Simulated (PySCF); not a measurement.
## B⁺: excitation energy

B⁺ [He] 2s2 (1S) → B⁺ [He] 2s1 2p1 (3P), as a difference of total energies. All numbers are calculated (PySCF 2.14, no relativity, point nucleus, in def2-QZVPPD (8s4p4d2f1g, 63 functions)). Correlated levels: valence: 1s2 frozen; valence and next inner shell: nothing frozen. The calculations carry no spin-orbit coupling.

```json
{"method": "UHF", "excitation energy (eV)": "3.132"}
{"method": "LDA", "excitation energy (eV)": "4.077"}
{"method": "PBE", "excitation energy (eV)": "3.970"}
{"method": "PBE0", "excitation energy (eV)": "3.931"}
{"method": "M06", "excitation energy (eV)": "4.153"}
{"method": "TPSSh", "excitation energy (eV)": "4.031"}
{"method": "wB97X", "excitation energy (eV)": "3.942"}
{"method": "HSE06", "excitation energy (eV)": "3.915"}
{"method": "MP2 (valence)", "excitation energy (eV)": "4.065"}
{"method": "MP2 (valence and next inner shell)", "excitation energy (eV)": "4.057"}
{"method": "SCS-MP2 (valence and next inner shell)", "excitation energy (eV)": "4.326"}
```

Problem. Estimate what r2SCAN gives.

Solution. 3.610 eV, closest to HSE06 among the rows shown.

Problem. Estimate what SCS-MP2 (valence) gives.

Solution. 4.330 eV, closest to SCS-MP2 (valence and next inner shell) among the rows shown.

Errors of the correlated levels include the incompleteness of this basis and the frozen core.

For comparison: 4.631 eV (measured; NIST levels, between the centres of gravity of the two terms).
